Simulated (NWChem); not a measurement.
# SnBr cation, singlet; SMILES [Sn+][Br]

```xyz
2

Sn     0.0000     0.0000    -0.9937
Br     0.0000     0.0000     1.4316
```
Atoms are numbered in this order, from 1.

Low-valent species are run as closed-shell singlets; no triplet was tried in these runs. Geometry: optimised at PBE0/def2-SVP. def2 effective core potentials on Sn; no spin-orbit coupling.

List the 6 lowest vertical singlet excitations from LRC-wPBEh/def2-SVP with def2 effective core potentials on Sn, full TDDFT (NWChem).


```tsv
state	energy (eV)	oscillator strength	leading excitation (squared amplitude)
S1	4.17	0.000	HOMO−1 → LUMO+1 (0.50)
S2	4.31	0.000	HOMO−1 → LUMO (0.50)
S3	4.31	0.000	HOMO−1 → LUMO+1 (0.50)
S4	4.46	0.029	HOMO−2 → LUMO (1.00)
S5	4.46	0.029	HOMO−2 → LUMO+1 (1.00)
S6	5.27	0.057	HOMO−1 → LUMO (0.43)
```
